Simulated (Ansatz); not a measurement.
The same molecule with X = O, S, Se, Te. Ansatz, PBE0-D4/def2-TZVP geometries, multiplicity 1. Each molecule was computed in one conformer, which needn't be the lowest.

Elements past krypton have def2 core potentials. Scalar relativity is left out up to krypton.

```tsv
X	molecule	mean X–C bond length / Å	mean X–H bond length / Å	size of the dipole moment (B3LYP/def2-TZVPP) / D	LUMO energy (ωB97M-V/def2-TZVPP) / eV	HOMO energy (B3LYP/def2-TZVPP) / eV
O	`OC(F)[SiH3]`	1.377	0.963	1.75	2.03	-8.30
S	`FC([SiH3])S`	1.790	1.345	1.47	1.56	-7.33
Te	`FC([SiH3])[TeH]`	2.152	1.659	1.36	0.77	-6.42
```

**Question.** Give the row for X = Se, `FC([SiH3])[SeH]`. (Estimate.)

**Answer.** Computed: 
| X | molecule | mean X–C bond length / Å | mean X–H bond length / Å | size of the dipole moment (B3LYP/def2-TZVPP) / D | LUMO energy (ωB97M-V/def2-TZVPP) / eV | HOMO energy (B3LYP/def2-TZVPP) / eV |
| --- | --- | --- | --- | --- | --- | --- |
| Se | `FC([SiH3])[SeH]` | 1.943 | 1.470 | 1.35 | 1.34 | -6.93 |

From O to Te the mean X–C bond length rises at each step, by 0.775 Å in all; the mean X–H bond length rises at each step, by 0.696 Å in all; the LUMO energy (ωB97M-V/def2-TZVPP) falls at each step, by 1.26 eV in all; the HOMO energy (B3LYP/def2-TZVPP) rises at each step, by 1.88 eV in all. Bonds lengthen as the atom grows down the group. Dipoles are sizes alone, and their direction can turn along the series.

B3LYP here is the variant with VWN-RPA as its local correlation; programs differ in this.

Spin–orbit coupling is left out; it splits and shifts lone-pair levels of the heavy atoms by tenths of an eV.
